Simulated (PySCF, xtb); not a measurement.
BH2IO, SMILES OBI. Other conformers were not sampled.

Harmonic wavenumbers (cm⁻¹) from GFN2-xTB in xtb at its own minimum, in rising order: 296, 589, 597, 818, 924, 1072, 1332, 2674, 3566.

What does r2SCAN-D4/def2-TZVP (PySCF) give at its own minimum? (An estimate is asked for; the answer gives what the named calculation found.)

286, 542, 612, 836, 977, 1131, 1337, 2683, 3782. Paired by order, the mean absolute difference is 48 cm⁻¹ and the zero-point energies are 17.0 and 17.4 kcal/mol.
